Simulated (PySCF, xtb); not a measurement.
C₁₂H₁₀, SMILES c1ccc(-c2ccccc2)cc1.

GFN2-xTB in xtb at its own geometry gives an orbital gap of 3.85 eV and a dipole moment of 0.00 D.

The structure is a stationary point at B3LYP-D3(BJ)/def2-SVP. One conformer was computed; it need not be the lowest.

**Question.** What does PBE/def2-SVP (PySCF) give? (Estimate from the structure and the level; the computed values follow.)

**Answer.** gap 3.93 eV (levels -5.63 and -1.71 eV), dipole 0.00 D.
